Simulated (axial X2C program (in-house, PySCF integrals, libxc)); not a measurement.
## LiMn: cheaper levels and CCSD(T), two-component

All values were computed with an in-house relativistic program for diatomic molecules. Two-component (2c) means X2C with spin–orbit coupling and atomic mean-field two-electron Coulomb and Gaunt terms. Basis: Mn dyall-cv3z [9s10p6d3f2g], Li dyall-cv3z [7s8p2d] (cores contracted in-house); Gaussian nuclei, density fitting, unrestricted open shells. Masses: Mn 54.938 u, Li 7.016 u.

State: Ω = 3 (⟨Sz⟩ = 3.00, ⟨Lz⟩ = 0.00 at HF); fragments Mn + Li.

```csv
level,Re (Å),ωe (cm⁻¹),De (eV)
PBE0,2.988,220.7,0.379
HF,3.225,153.7,0.081
MP2,3.001,203.8,0.133
CCSD,3.015,208.3,0.242
BHandHLYP,3.062,189.4,0.213
```

Correlated methods: 8 electrons correlated (number of frozen shells: Mn 3 s, 2 p; Li 1 s), 236 virtual spin orbitals or spinors in MP2, 90 natural virtuals in coupled cluster.

CCSD(T), same Hamiltonian and basis:

Re = 3.008 Å, ωe = 209.4 cm⁻¹, De = 0.26 eV; T1 = 0.038 (Lee–Taylor normalisation).

Q: Give the differences from CCSD(T) in the columns below.

A: 

| level | ΔRe (Å) | Δωe (cm⁻¹) |
| --- | --- | --- |
| PBE0 | -0.020 | 11.3 |
| HF | 0.217 | -55.7 |
| MP2 | -0.007 | -5.6 |
| CCSD | 0.007 | -1.1 |
| BHandHLYP | 0.054 | -20.0 |

One determinant describes the state; a PBE0 search over occupations chose it and may have missed a lower one. De is counted from the lowest determinant-based energies of the atoms at the same level, without counterpoise correction. Density functionals use the spin component along the axis (collinear). CCSD and (T) use frozen natural virtuals with an MP2 correction for the truncation; (T) itself is uncorrected, so its De runs slightly low. PBE0 can misorder states that lie within some tenths of an eV, so this need not be the ground state of the molecule. The nearest other 2c determinant of the search, Ω = 2, lies 0.13 eV up at the distance of the search. With several unpaired electrons one determinant need not be a pure state. Open-shell Ω = 0 determinants with evenly filled partner blocks cannot be reached by this program, so the Ω shown need not be the lowest component. The determinant is spin-polarised beyond a pure state at some levels (its spin-free form has ⟨S²⟩ too high), which makes Re and μ there less reliable. The bond is weak, and without diffuse functions and with truncated virtuals even CCSD(T) can be tens of per cent off in De.
